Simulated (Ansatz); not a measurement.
Consider the ligand exchange at a Ge–C bond: `C[CH2][GeH2][CH3]` + H₂S → `[CH3][GeH2][SH]` + ethane.

Program: Ansatz. Geometries: PBE0-D4/def2-TZVP. ΔE: electronic, gas phase. CCSD(T)/CBS adds triple-zeta CCSD(T) − MP2 to the extrapolated MP2 energy (def2 sets, frozen cores). This one scheme is used for every species. DFT in def2-TZVPP. B3LYP here is the variant with VWN-RPA as its local correlation; programs differ in this. HSE06 is defined as in plane-wave codes. For Ge outer-core shells are correlated without core-valence functions, which leaves a few kJ/mol of doubt a bond. Scalar relativity is left out up to krypton. One conformer a species, not always the lowest.

```csv
level,ΔE (kcal/mol),difference from CCSD(T)/CBS
LDA (SPW92),-15.6,0.1
PBE-D4,-17.0,-1.3
BLYP-D4,-16.9,-1.2
r2SCAN-D4,-17.5,-1.8
B97M-V,-17.9,-2.2
PBE0-D4,-17.3,-1.6
B3LYP-D4,-17.2,-1.5
r2SCANh-D4,-17.6,-1.9
r2SCAN0-D4,-17.7,-2.0
HSE06-D4,-17.4,-1.7
BHLYP-D4,-17.8,-2.1
CAM-B3LYP-D4,-16.6,-0.9
ωB97X-V,-16.6,-0.9
ωB97M-V,-16.4,-0.7
B2PLYP,-17.3,-1.6
PBE-QIDH,-17.2,-1.5
PBE,-17.6,-1.9
revPBE,-18.3,-2.6
BLYP,-18.0,-2.3
r2SCAN,-17.8,-2.1
PBE0,-17.9,-2.2
r2SCANh,-17.9,-2.2
r2SCAN0,-18.0,-2.3
HSE06,-17.9,-2.2
BHLYP,-18.3,-2.6
CAM-B3LYP,-17.1,-1.4
LC-ωPBE,-16.8,-1.1
RPA@PBE/def2-TZVPP,-14.4,1.3
HF/def2-SVP,-19.1,-3.4
CCSD/def2-SVP,-16.0,-0.3
HF/def2-TZVPP,-19.4,-3.7
MP2/def2-TZVPP,-15.8,-0.1
SCS-MP2/def2-TZVPP,-16.1,-0.4
CCSD/def2-TZVPP,-15.5,0.2
CCSD(T)/def2-TZVPP,-15.3,0.4
MP2/def2-QZVPP,-16.0,-0.3
SCS-MP2/def2-QZVPP,-16.3,-0.6
HF/CBS(def2),-19.5,-3.8
MP2/CBS(def2),-16.1,-0.4
CCSD/CBS(def2),-15.9,-0.2
CCSD(T)/CBS,-15.7,0
```

Largest T1 diagnostic among the species: 0.010.

Leaving LDA and LC-ωPBE aside and taking each functional with its dispersion term where it has one, the values spread over 1.5 kcal/mol, from B97M-V to ωB97M-V. LDA lies +2.0 kcal/mol from PBE without D4. In def2-TZVPP, CCSD(T) changes the Hartree–Fock value by +4.1 kcal/mol (the triples alone add +0.2 kcal/mol) and MP2 by +3.6 kcal/mol.
